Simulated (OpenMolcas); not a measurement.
A calculation on Ni6+.

```json
{"Program": "OpenMolcas", "Method": "XMS-CASPT2, IPEA 0.25 Eh, imaginary shift 0.1 Eh (closed shells correlated: 3s 3p)", "Basis": "ANO-RCC-VTZP [6s5p3d2f1g]", "Scalar Hamiltonian": "DKH2, point nucleus", "Active space": "4 electrons in 10 orbitals (3d 4d)", "State averaging": "2S+1 = 5 even, 5 roots; 2S+1 = 3 even, 45 roots; 2S+1 = 1 even, 44 roots", "Spin-orbit coupling": "state interaction with AMFI integrals over the reference wave functions, term energies averaged over their components"}
```

Q: Which level of the active space comes out lowest?

A: 3d4 5D0, with 99 % of that term; it is also the measured ground level.

Q: How high does 3d4 3H4 lie?

A: 33140 cm-1 above the lowest level; measured 31672 cm-1 above the ground level, so the calculation is off by +5 %.

Q: How high does 3d4 5D2 lie?

A: 850 cm-1 above the lowest level; measured 804 cm-1 above the ground level, so the calculation is off by +6 %.

Q: How high does 3d4 3H5 lie?

A: 33840 cm-1 above the lowest level; measured 32286 cm-1 above the ground level, so the calculation is off by +5 %.

Q: The level at 36220 cm-1 has J = 3. What is it made of, and what is its g factor?

A: 89 % 3d4 3F3(1), 11 % 3d4 3G; g = 1.048, against 1.084 from Landé's formula for the pure leading term.

Measured values: Corliss and Sugar, J. Phys. Chem. Ref. Data 10, 197 (1981).

CASPT2 does not keep the components of a term degenerate, so their means are used; among the terms shown or strongly mixed into the levels shown the widest spread is 290 cm-1 (3d4 3G). Active for correlation alone: 4d; no level in the range computed is led by a configuration that fills it, so any true level of that kind is missing. Computed and measured levels are paired by configuration, term and J; levels that our copy of the source lacks, or whose pairing is in doubt (as where it misses far off the trend of its configuration), stay unpaired and out of the deviations. Levels of configurations outside the active space are missing.

A number in round brackets counts repeated terms of one configuration in the order of the reference energies.
